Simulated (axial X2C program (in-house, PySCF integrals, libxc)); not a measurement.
**Which molecule has these constants?**

Computed with an in-house relativistic program for diatomic molecules, spin-free (one-electron X2C) or two-component (2c: spin–orbit coupling with atomic mean-field Coulomb and Gaunt terms, which also bring small scalar terms), in Dyall basis sets with cores contracted in-house; open shells are unrestricted.

A two-component PBE0 calculation in a Dyall 3-zeta basis gave Re = 1.636 Å, ωe = 1120.8 cm⁻¹, dipole magnitude 3.64 D, Ω = 1.

Problem. Which molecule is it?
A. NbN
B. NbP
C. NbAs

Solution. A. The others have NbAs 2.259 Å and 326.0 cm⁻¹ (Ω = 1); NbP 2.132 Å and 510.7 cm⁻¹ (Ω = 1).

Each entry is the lowest single determinant of a limited PBE0 search at one distance. De goes to single-determinant-based atoms at the same level (for ions the charge split of lowest energy) and is withheld (n/a) where an atom does not fit its ground term or J level. Main or longest-lived isotopes. One determinant is a doubtful description, or other states lie close, for NbN, NbAs, NbP; these need not be ground states, and all values refer to the states named. With several unpaired electrons the Ω given is that of one determinant, not necessarily of the lowest component. The functionals have no current term, which raises determinants with orbital currents.
